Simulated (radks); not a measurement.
Neutral terbium inside a hard spherical wall (all orbitals vanish at R), configuration held at [Xe] 4f9 6s2 and not refilled when levels cross. Calculated with a radial shooting solver on a logarithmic mesh with Libxc functionals: scalar-relativistic Kohn-Sham, r2SCAN, spin-polarised, spherical densities, finite nucleus; open shells are filled with parallel spins first (spin-orbit coupling, left out, can overturn this in heavy ions); meta-GGA in the generalised Kohn-Sham scheme; Fermi nuclear charge, rms radius 5.06 fm. Eigenvalues in eV for spin up, with the zero of energy where the potential of the charges vanishes at infinity; a dash marks a level that is unbound or too diffuse for the functional's potential to be trusted. A positive occupied level is held by the wall or, in an anion where self-interaction has pushed it up, behind a barrier. The pressure on the wall is -dE/dV.

[
 {"R (bohr)": "20", "E (hartree)": "-11709.4290", "kinetic (hartree)": "12601.616", "e(5s)": "-50.159", "e(5p)": "-26.613", "e(4f)": "-4.903", "e(6s)": "-3.897", "e(5d, empty)": "-1.372", "e(6p, empty)": "-1.087", "pressure (GPa)": "< 0.0001"},
 {"R (bohr)": "10", "E (hartree)": "-11709.4261", "kinetic (hartree)": "12601.641", "e(5s)": "-49.968", "e(5p)": "-26.425", "e(4f)": "-4.713", "e(6s)": "-3.757", "e(5d, empty)": "-1.204", "e(6p, empty)": "-0.788", "pressure (GPa)": "0.0642"},
 {"R (bohr)": "8", "E (hartree)": "-11709.4101", "kinetic (hartree)": "12601.740", "e(5s)": "-49.399", "e(5p)": "-25.866", "e(4f)": "-4.152", "e(6s)": "-3.267", "e(5d, empty)": "-0.686", "e(6p, empty)": "0.121", "pressure (GPa)": "0.641"},
 {"R (bohr)": "5", "E (hartree)": "-11709.1162", "kinetic (hartree)": "12602.911", "e(5s)": "-45.840", "e(5p)": "-22.474", "e(4f)": "-0.528", "e(6s)": "2.119", "e(5d, empty)": "3.110", "e(6p, empty)": "8.709", "pressure (GPa)": "29.2"},
 {"R (bohr)": "3", "E (hartree)": "-11705.8947", "kinetic (hartree)": "12614.879", "e(5s)": "-32.445", "e(5p)": "-9.032", "e(4f)": "15.262", "e(6s)": "42.169", "e(5d, empty)": "22.235", "e(6p, empty)": "60.467", "pressure (GPa)": "1430"},
 {"R (bohr)": "2.5", "E (hartree)": "-11701.2767", "kinetic (hartree)": "12631.060", "e(5s)": "-19.908", "e(5p)": "5.198", "e(4f)": "30.107", "e(6s)": "86.921", "e(5d, empty)": "42.107", "e(6p, empty)": "112.31", "pressure (GPa)": "5540"},
 {"R (bohr)": "2", "E (hartree)": "-11687.6669", "kinetic (hartree)": "12674.905", "e(5s)": "10.779", "e(5p)": "41.433", "e(4f)": "61.035", "e(6s)": "194.37", "e(5d, empty)": "90.197", "e(6p, empty)": "230.76", "pressure (GPa)": "27300"}
]
